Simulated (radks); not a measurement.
Results of a calculation; reference values are marked as such.
Neutral cobalt inside a hard spherical wall (all orbitals vanish at R), configuration held at [Ar] 3d7 4s2 and not refilled when levels cross. Code: a radial shooting solver on a logarithmic mesh with Libxc functionals. Model: non-relativistic Kohn-Sham, PBEsol, spin-unpolarised, spherical densities, point nucleus. Eigenvalues in eV, with the zero of energy where the potential of the charges vanishes at infinity; a dash marks a level that is unbound or too diffuse for the functional's potential to be trusted. A positive occupied level is held by the wall or, in an anion where self-interaction has pushed it up, behind a barrier. The pressure on the wall is -dE/dV.

[
 {"R (bohr)": "free", "E (hartree)": "-1381.17417", "kinetic (hartree)": "1379.984", "e(3s)": "-99.629", "e(3p)": "-64.978", "e(3d)": "-8.536", "e(4s)": "-5.384", "e(4p, empty)": "-1.280", "e(5s, empty)": "-", "pressure (GPa)": "0"},
 {"R (bohr)": "20", "E (hartree)": "-1381.17417", "kinetic (hartree)": "1379.984", "e(3s)": "-99.629", "e(3p)": "-64.978", "e(3d)": "-8.536", "e(4s)": "-5.384", "e(4p, empty)": "-1.280", "e(5s, empty)": "-", "pressure (GPa)": "< 0.0001"},
 {"R (bohr)": "10", "E (hartree)": "-1381.17394", "kinetic (hartree)": "1379.987", "e(3s)": "-99.607", "e(3p)": "-64.956", "e(3d)": "-8.514", "e(4s)": "-5.365", "e(4p, empty)": "-1.175", "e(5s, empty)": "1.689", "pressure (GPa)": "0.00658"},
 {"R (bohr)": "8", "E (hartree)": "-1381.17161", "kinetic (hartree)": "1380.005", "e(3s)": "-99.472", "e(3p)": "-64.820", "e(3d)": "-8.382", "e(4s)": "-5.246", "e(4p, empty)": "-0.855", "e(5s, empty)": "3.928", "pressure (GPa)": "0.111"},
 {"R (bohr)": "6", "E (hartree)": "-1381.14703", "kinetic (hartree)": "1380.146", "e(3s)": "-98.700", "e(3p)": "-64.048", "e(3d)": "-7.636", "e(4s)": "-4.467", "e(4p, empty)": "0.572", "e(5s, empty)": "10.778", "pressure (GPa)": "2.09"},
 {"R (bohr)": "5", "E (hartree)": "-1381.08444", "kinetic (hartree)": "1380.432", "e(3s)": "-97.472", "e(3p)": "-62.825", "e(3d)": "-6.465", "e(4s)": "-3.023", "e(4p, empty)": "2.799", "e(5s, empty)": "19.629", "pressure (GPa)": "10.2"},
 {"R (bohr)": "4", "E (hartree)": "-1380.85830", "kinetic (hartree)": "1381.312", "e(3s)": "-94.550", "e(3p)": "-59.934", "e(3d)": "-3.692", "e(4s)": "1.056", "e(4p, empty)": "8.423", "e(5s, empty)": "39.494", "pressure (GPa)": "60.8"},
 {"R (bohr)": "3.5", "E (hartree)": "-1380.55152", "kinetic (hartree)": "1382.400", "e(3s)": "-91.655", "e(3p)": "-57.085", "e(3d)": "-0.910", "e(4s)": "5.776", "e(4p, empty)": "14.483", "e(5s, empty)": "59.147", "pressure (GPa)": "167"},
 {"R (bohr)": "3", "E (hartree)": "-1379.87535", "kinetic (hartree)": "1384.667", "e(3s)": "-86.773", "e(3p)": "-52.299", "e(3d)": "3.921", "e(4s)": "15.046", "e(4p, empty)": "25.787", "e(5s, empty)": "93.262", "pressure (GPa)": "522"},
 {"R (bohr)": "2", "E (hartree)": "-1373.39026", "kinetic (hartree)": "1405.277", "e(3s)": "-60.421", "e(3p)": "-25.827", "e(3d)": "33.155", "e(4s)": "85.964", "e(4p, empty)": "103.88", "e(5s, empty)": "295.75", "pressure (GPa)": "9710"}
]
